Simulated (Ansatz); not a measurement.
Relaxation of BrCl$_{2}$GaH$_{2}$ (6 atoms, charge 0, multiplicity 1), to a largest force component of 0.03 eV/Å in at most 50 steps.

Computed with RKS LDA/def2-SVP (Ansatz).

```xyz
6
Properties=species:S:1:pos:R:3
Ga -0.058 -0.554 -0.470
Cl -0.036 0.134 2.889
H 1.324 0.095 -0.725
Cl -1.931 0.260 -1.014
Br -0.224 -2.771 0.391
H -0.200 -1.172 2.621
```

Task: Where does it end, and by what steps?

Result: The run converged. After 8 steps the energy has fallen by 0.416 eV; Cl2 moved furthest, 0.55 Å. Joined: Ga1–Cl2 (3.43 → 2.48 Å).

```json
{"step": "0", "energy less start (eV)": "0.0000", "largest force component (eV/Å)": "1.043", "accepted": "yes"}
{"step": "1", "energy less start (eV)": "-0.1865", "largest force component (eV/Å)": "0.359", "accepted": "yes"}
{"step": "2", "energy less start (eV)": "-0.3043", "largest force component (eV/Å)": "0.450", "accepted": "yes"}
{"step": "3", "energy less start (eV)": "-0.3572", "largest force component (eV/Å)": "0.606", "accepted": "yes"}
{"step": "4", "energy less start (eV)": "-0.3932", "largest force component (eV/Å)": "0.639", "accepted": "yes"}
{"step": "5", "energy less start (eV)": "-0.4023", "largest force component (eV/Å)": "0.292", "accepted": "yes"}
{"step": "6", "energy less start (eV)": "-0.4133", "largest force component (eV/Å)": "0.130", "accepted": "yes"}
{"step": "7", "energy less start (eV)": "-0.4156", "largest force component (eV/Å)": "0.062", "accepted": "yes"}
{"step": "8", "energy less start (eV)": "-0.4164", "largest force component (eV/Å)": "0.026", "accepted": "yes"}
```

```xyz
6
Properties=species:S:1:pos:R:3
Ga -0.041 -0.439 -0.082
Cl -0.108 0.085 2.344
H 1.341 0.052 -0.583
Cl -1.914 0.269 -0.794
Br -0.203 -2.684 0.671
H -0.202 -1.293 2.136
```

Whether the end is a true minimum wasn't checked by a vibrational analysis.

Time of the run: 7.5 s on 4 threads of Arm Neoverse V1, on a shared host, peak memory 0.17 GiB.
